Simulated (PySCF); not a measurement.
Gas-phase equilibrium of 1 mol ZnCl2, 4.8 mol H2O at 1800 K and 1.00 bar, among 18 species (ClO, O2, HCl, O, HO2, Zn, H2O, H, Zn(OH)2, HOCl, H2O2, O3, H2, ZnH2, ZnCl2, Cl, Cl2, OH). Only gases are allowed; each row takes one source of thermochemistry for all species, and Cantera finds the minimum.

Method: PySCF energies plus ideal-gas RRHO corrections (1 bar). † marks an energy on the PBE0/def2-TZVP geometry and frequencies; other levels use their own. Open shells (unrestricted) among the columns below: O2 (multiplicity 3), OH (multiplicity 2, electronic degeneracy 4); the rest are closed-shell singlets. Spin-orbit splitting is ignored; it lowers the true energy and changes the entropy of OH. Zn: all electrons, no relativistic terms. No R ln 2 is added for the mirror-image form of Zn(OH)2. Zn(OH)2: computed as isolated molecules; such fragments, hydroxides, amides, oligomers or adducts are transient or little studied in the gas. The harmonic model lacks anharmonicity and excited electronic states, which grow with temperature; levels with a mode under 35 cm⁻¹ are left out. Soft modes under 120 cm⁻¹ make the harmonic entropy rough for ZnCl2.

Molecules larger than those listed are left out. Table species left out: Zn+.

With PBE/def2-TZVP† thermochemistry: H2O 0.70, ZnCl2 0.10, HCl 0.11, Zn 0.055, O2 0.028, H2 0.0024, Zn(OH)2 0.00067, OH 0.00048.

Problem. How far does the composition move with the other sources (PBE0/def2-QZVP†, PBE0/def2-TZVP, r2SCAN/def2-TZVP†, ωB97X-V/def2-TZVP†)?

Solution. 
```json
[
 {"thermochemistry": "PBE/def2-TZVP†", "x H2O": "0.70", "x ZnCl2": "0.10", "x HCl": "0.11", "x Zn": "0.055", "x O2": "0.028", "x H2": "0.0024", "x Zn(OH)2": "0.00067", "x OH": "0.00048"},
 {"thermochemistry": "PBE0/def2-QZVP†", "x H2O": "0.77", "x ZnCl2": "0.14", "x HCl": "0.053", "x Zn": "0.026", "x O2": "0.013", "x H2": "0.00076", "x Zn(OH)2": "0.00085", "x OH": "0.0013"},
 {"thermochemistry": "PBE0/def2-TZVP", "x H2O": "0.74", "x ZnCl2": "0.13", "x HCl": "0.071", "x Zn": "0.035", "x O2": "0.018", "x H2": "0.0014", "x Zn(OH)2": "0.00053", "x OH": "0.0014"},
 {"thermochemistry": "r2SCAN/def2-TZVP†", "x H2O": "0.76", "x ZnCl2": "0.14", "x HCl": "0.059", "x Zn": "0.028", "x O2": "0.015", "x H2": "0.0035", "x Zn(OH)2": "0.0019", "x OH": "0.0014"},
 {"thermochemistry": "ωB97X-V/def2-TZVP†", "x H2O": "0.76", "x ZnCl2": "0.14", "x HCl": "0.055", "x Zn": "0.026", "x O2": "0.014", "x H2": "0.0023", "x Zn(OH)2": "0.0017", "x OH": "0.0011"}
]
```
The most sensitive of these is H2: it spans a factor of 10^0.7 over these rows; at this temperature one factor of ten is RT ln 10 = 34 kJ/mol.
